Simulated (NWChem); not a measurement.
The numbers come from NWChem runs, not from measurements. System: iodine monochloride (ClI), charge 0, spin multiplicity 1, at a geometry optimised with B3LYP/def2-SVP with def2 effective core potentials on I. Level: TD-CAM-B3LYP/def2-SVPD with def2 effective core potentials on I.

Job file:

```
start mol
memory heap 200 mb stack 800 mb global 1000 mb
geometry units angstroms nocenter noautoz
  Cl     0.000000     0.000000     1.807518
  I      0.000000     0.000000    -0.579770
  symmetry group C2v
end
basis spherical
  * library def2-svpd
end
ecp
  I library def2-ecp
end
dft
  xc xcamb88 1.00 lyp 0.81 vwn_5 0.19 hfexch 1.00
  cam 0.33 cam_alpha 0.19 cam_beta 0.46
  direct
  iterations 100
end
tddft
  rpa
  nroots 6
  notriplet
  thresh 1e-4
end
task tddft energy
```

Output (cleaned and shortened):

```
             Northwest Computational Chemistry Package (NWChem) 7.3.0
             --------------------------------------------------------

                                NWChem Input Module
                                -------------------

 Scaling coordinates for geometry "geometry" by  1.889725989
 (inverse scale =  0.529177249)

 Turning off AUTOSYM since
 SYMMETRY directive was detected!

                             Geometry "geometry" -> ""
                             -------------------------

 Output coordinates in angstroms (scale by  1.889725989 to convert to a.u.)

  No.       Tag          Charge          X              Y              Z
 ---- ---------------- ---------- -------------- -------------- --------------
    1 Cl                  17.0000     0.00000000     0.00000000     1.80751800
    2 I                   53.0000     0.00000000     0.00000000    -0.57977000

 Effective nuclear repulsion energy (a.u.)     199.7198081458

            Nuclear Dipole moment (a.u.)
            ----------------------------
        X                 Y               Z
 ---------------- ---------------- ----------------
     0.0000000000     0.0000000000    -0.0000075589

      Symmetry information
      --------------------

 Group name             C2v
 Group number             16
 Group order               4
 No. of unique centers     2

      Symmetry unique atoms

     1    2


 Summary of "ao basis" -> "" (spherical)
 ------------------------------------------------------------------------------
       Tag                 Description            Shells   Functions and Types
 ---------------- ------------------------------  ------  ---------------------
 *                         def2-svpd                  on all atoms

                                 NWChem DFT Module
                                 -----------------

 Summary of "ao basis" -> "ao basis" (spherical)
 ------------------------------------------------------------------------------
       Tag                 Description            Shells   Functions and Types
 ---------------- ------------------------------  ------  ---------------------
 Cl                        def2-svpd                11       27   5s4p2d
 I                         def2-svpd                13       35   5s5p3d

 Summary of "ao basis" -> "ao basis" (spherical)
 ------------------------------------------------------------------------------
       Tag                 Description            Shells   Functions and Types
 ---------------- ------------------------------  ------  ---------------------
 Cl                        def2-svpd                11       27   5s4p2d
 I                         def2-svpd                13       35   5s5p3d

      Symmetry analysis of basis
      --------------------------

        a1         29
        a2          5
        b1         14
        b2         14

  int_init: cando_txs set to always be  F

            General Information
            -------------------
          SCF calculation type: DFT
          Wavefunction type:  closed shell.
          No. of atoms     :     2
          No. of electrons :    42
           Alpha electrons :    21
            Beta electrons :    21
          Charge           :     0
          Spin multiplicity:     1
          Use of symmetry is: off; symmetry adaption is: on
          Maximum number of iterations: 100
          This is a Direct SCF calculation.
          AO basis - number of functions:    62
                     number of shells:    24
[...]
     Occ.   21  b1  ---  Virt.   22  a1  -0.09388 Y
  ----------------------------------------------------------------------------
  Root   2 singlet b2             0.086851210 a.u.                2.3633 eV
  ----------------------------------------------------------------------------
     Transition Moments    X  0.00340   Y  0.09613   Z  0.00000
     Transition Moments   XX  0.00000  XY -0.00000  XZ -0.01994
     Transition Moments   YY  0.00000  YZ -0.56409  ZZ  0.00000
     Dipole Oscillator Strength                    0.0005357557
     Electric Quadrupole                           0.0000000011
     Magnetic Dipole                               0.0000002682
     Total Oscillator Strength                     0.0005360250

          sigma_e =   1.9298 Angstrom
          sigma_h =   1.7230 Angstrom
         |d_h->e| =   0.1402 Angstrom
            d_exc =   2.5624 Angstrom
            d_CD1 =   0.3470 Angstrom
            d_CD2 =  -1.6862 Angstrom
            d_CD3 =   2.7026 Angstrom
     Pearson C.C. =   0.0220

     Occ.   20  b2  ---  Virt.   22  a1   1.00096 X
     Occ.   20  b2  ---  Virt.   22  a1  -0.09388 Y
  ----------------------------------------------------------------------------
  Root   3 singlet b1             0.172156403 a.u.                4.6846 eV
  ----------------------------------------------------------------------------
     Transition Moments    X -0.08437   Y  0.00094   Z -0.00000
     Transition Moments   XX  0.00000  XY  0.00000  XZ -0.96306
     Transition Moments   YY -0.00000  YZ  0.01070  ZZ -0.00000
     Dipole Oscillator Strength                    0.0008170000
     Electric Quadrupole                           0.0000000252
     Magnetic Dipole                               0.0000006706
     Total Oscillator Strength                     0.0008176959

          sigma_e =   1.9045 Angstrom
          sigma_h =   1.4774 Angstrom
         |d_h->e| =   1.0169 Angstrom
            d_exc =   2.5869 Angstrom
            d_CD1 =   1.4440 Angstrom
            d_CD2 =  -0.6740 Angstrom
            d_CD3 =   3.6038 Angstrom
     Pearson C.C. =   0.0270

     Occ.   19  b1  ---  Virt.   22  a1   0.99508 X
     Occ.   19  b1  ---  Virt.   24  a1  -0.05758 X
     Occ.   19  b1  ---  Virt.   35  a1  -0.05141 X
  ----------------------------------------------------------------------------
  Root   4 singlet b2             0.172156406 a.u.                4.6846 eV
  ----------------------------------------------------------------------------
     Transition Moments    X  0.00094   Y  0.08435   Z  0.00000
     Transition Moments   XX -0.00000  XY  0.00000  XZ  0.01070
     Transition Moments   YY -0.00000  YZ  0.96324  ZZ -0.00000
     Dipole Oscillator Strength                    0.0008165979
     Electric Quadrupole                           0.0000000252
     Magnetic Dipole                               0.0000006706
     Total Oscillator Strength                     0.0008172937

          sigma_e =   1.9045 Angstrom
          sigma_h =   1.4774 Angstrom
         |d_h->e| =   1.0169 Angstrom
            d_exc =   2.5868 Angstrom
            d_CD1 =   1.4441 Angstrom
            d_CD2 =  -0.6740 Angstrom
            d_CD3 =   3.6038 Angstrom
     Pearson C.C. =   0.0271

     Occ.   18  b2  ---  Virt.   22  a1  -0.99508 X
     Occ.   18  b2  ---  Virt.   24  a1   0.05757 X
     Occ.   18  b2  ---  Virt.   35  a1   0.05140 X
  ----------------------------------------------------------------------------
  Root   5 singlet b1             0.269710767 a.u.                7.3392 eV
  ----------------------------------------------------------------------------
     Transition Moments    X  0.65480   Y -0.00000   Z -0.00000
     Transition Moments   XX  0.00000  XY -0.00000  XZ -2.36368
     Transition Moments   YY  0.00000  YZ  0.00000  ZZ -0.00000
     Dipole Oscillator Strength                    0.0770939860
     Electric Quadrupole                           0.0000005837
     Magnetic Dipole                               0.0000017525
     Total Oscillator Strength                     0.0770963221

          sigma_e =   2.9077 Angstrom
          sigma_h =   1.6879 Angstrom
         |d_h->e| =   0.4193 Angstrom
            d_exc =   3.2970 Angstrom
            d_CD1 =   1.6391 Angstrom
            d_CD2 =  -1.8785 Angstrom
            d_CD3 =   3.7163 Angstrom
     Pearson C.C. =   0.0621

     Occ.   19  b1  ---  Virt.   23  a1  -0.06254 X
     Occ.   19  b1  ---  Virt.   24  a1   0.05504 X
     Occ.   21  b1  ---  Virt.   23  a1  -0.91418 X
     Occ.   21  b1  ---  Virt.   24  a1  -0.36515 X
     Occ.   21  b1  ---  Virt.   27  a1   0.12754 X
  ----------------------------------------------------------------------------
  Root   6 singlet a1             0.281083674 a.u.                7.6487 eV
  ----------------------------------------------------------------------------
     Transition Moments    X -0.00000   Y -0.00000   Z -1.68262
     Transition Moments   XX  0.58861  XY -0.00000  XZ  0.00000
     Transition Moments   YY  0.58861  YZ  0.00000  ZZ -3.71863
     Dipole Oscillator Strength                    0.5305408295
     Electric Quadrupole                           0.0000007313
     Magnetic Dipole                               0.0000000000
     Total Oscillator Strength                     0.5305415609

          sigma_e =   2.3529 Angstrom
          sigma_h =   1.7665 Angstrom
         |d_h->e| =   0.4605 Angstrom
            d_exc =   2.8953 Angstrom
            d_CD1 =   1.0470 Angstrom
            d_CD2 =  -1.5992 Angstrom
            d_CD3 =   3.3558 Angstrom
     Pearson C.C. =   0.0585

     Occ.   17  a1  ---  Virt.   22  a1   0.88249 X
     Occ.   17  a1  ---  Virt.   22  a1  -0.07919 Y
     Occ.   18  b2  ---  Virt.   30  b2   0.08122 X
     Occ.   19  b1  ---  Virt.   31  b1   0.08122 X
     Occ.   20  b2  ---  Virt.   25  b2  -0.20087 X
     Occ.   20  b2  ---  Virt.   30  b2  -0.16600 X
     Occ.   20  b2  ---  Virt.   32  b2   0.18639 X
     Occ.   21  b1  ---  Virt.   26  b1  -0.20087 X
     Occ.   21  b1  ---  Virt.   31  b1  -0.16600 X
     Occ.   21  b1  ---  Virt.   33  b1   0.18639 X

              Target root =      1
          Target symmetry = none
      Ground state energy =   -757.767713271985
        Excitation energy =      0.086851208462
     Excited state energy =   -757.680862063523

  stored tddft:energy   -757.68086206352325

 Task  times  cpu:       82.4s     wall:       82.4s

 Total times  cpu:       82.4s     wall:       82.4s
```
